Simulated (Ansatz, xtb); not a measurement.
## C2H9BrSi2: which of two isomers lies lower

We compare I, `C[Si@H](Br)C[SiH3]`, a singlet, with II, `C[SiH2][Si@H](C)Br`, a singlet. Both are isolated molecules in the gas phase, relaxed with B3LYP/6-31G*; the shapes shown needn't be the lowest conformers.

I (Å):

```csv
atom,x (Å),y (Å),z (Å)
C,1.4104,2.7305,1.6152
C,0.4459,-0.2271,1.3053
Br,-1.5344,2.2300,0.0572
Si,0.5554,1.4734,0.5081
Si,-0.2928,-1.6323,0.2709
H,1.4501,3.7141,1.1358
H,2.4395,2.4112,1.8238
H,0.8866,2.8383,2.5711
H,1.2467,1.3810,-0.8039
H,1.4729,-0.5134,1.5792
H,-0.1150,-0.1445,2.2457
H,-0.1425,-2.9252,0.9949
H,0.4227,-1.7425,-1.0294
H,-1.7358,-1.4040,0.0074
```

II (Å):

```xyz
14

C     1.5367   -1.0464    3.6759
C    -1.5022   -0.7094    0.7445
Br   -0.4199   -3.5523   -0.7426
Si    1.0055   -2.4867    2.5590
Si    0.0711   -1.7327    0.5324
H     2.2885   -0.4179    3.1859
H     0.6848   -0.4113    3.9430
H     1.9735   -1.4287    4.6055
H     2.1774   -3.3520    2.2463
H    -0.0086   -3.3267    3.2587
H     1.0649   -0.9487   -0.2546
H    -1.2835    0.2038    1.3127
H    -2.2719   -1.2719    1.2828
H    -1.9093   -0.4155   -0.2288
```

Quicker runs give these differences E(II) − E(I): GFN2-xTB +0.247 eV; HF/STO-3G −0.098 eV (at GFN2-xTB geometries); r2SCAN-D4/def2-SVP +0.109 eV (at GFN2-xTB geometries).

**Question.** Estimate which is lower in electronic energy at CCSD(T)/def2-SVP + ΔMP2/def2-TZVPP, and by roughly how much.

**Answer.** The CCSD(T)/def2-SVP + ΔMP2/def2-TZVPP calculation puts structure I lower, by 0.158 eV.

The same difference at several levels:

```tsv
level	geometry	E(II) − E(I) (eV)	departure from the last row (eV)	job, with rough time for the two
GFN2-xTB	GFN2-xTB	+0.247	+0.088	optimisation, 3.7 s
HF/STO-3G	GFN2-xTB	−0.098	−0.257	single point, 3.4 s
r2SCAN-D4/def2-SVP	GFN2-xTB	+0.109	−0.049	single point, 15 s
B3LYP/6-31G*	B3LYP/6-31G*	−0.008	−0.166	optimisation, 5.2 min
HF/def2-SVP	B3LYP/6-31G*	+0.174	+0.016	part of the CCSD(T) run
MP2/def2-SVP	B3LYP/6-31G*	+0.199	+0.040	part of the CCSD(T) run
CCSD(T)/def2-SVP	B3LYP/6-31G*	+0.145	−0.013	single point
CCSD(T)/def2-SVP + ΔMP2/def2-TZVPP	B3LYP/6-31G*	+0.158		single point, 2.9 min
```

As drawn, II has 1 Si–Si, 1 C–H in place of 1 C–Si, 1 Si–H.

HF/STO-3G puts the two in the other order. B3LYP/6-31G* finds them nearly level. The largest departure from CCSD(T)/def2-SVP + ΔMP2/def2-TZVPP is that of HF/STO-3G, 0.257 eV. The last row adds to CCSD(T) the change of the MP2 difference between the two basis sets, here +0.013 eV.

With harmonic frequencies from B3LYP/6-31G* (ideal gas, rigid rotor, one conformer each, 298.15 K, 1 atm): on the last row, ΔE + ΔZPE = +0.216 eV. A mode under 50 cm⁻¹ makes harmonic enthalpies and free energies unreliable, so none is given.

The correlated steps freeze 21 core orbitals; the filled d shell of Br is correlated, in a basis made for valence electrons. Run with Ansatz 0.2.0, xtb 6.7.1; the last row on 2 threads of Intel(R) Xeon(R) Processor @ 2.50GHz (Skylake/Cascade Lake) on a shared host.
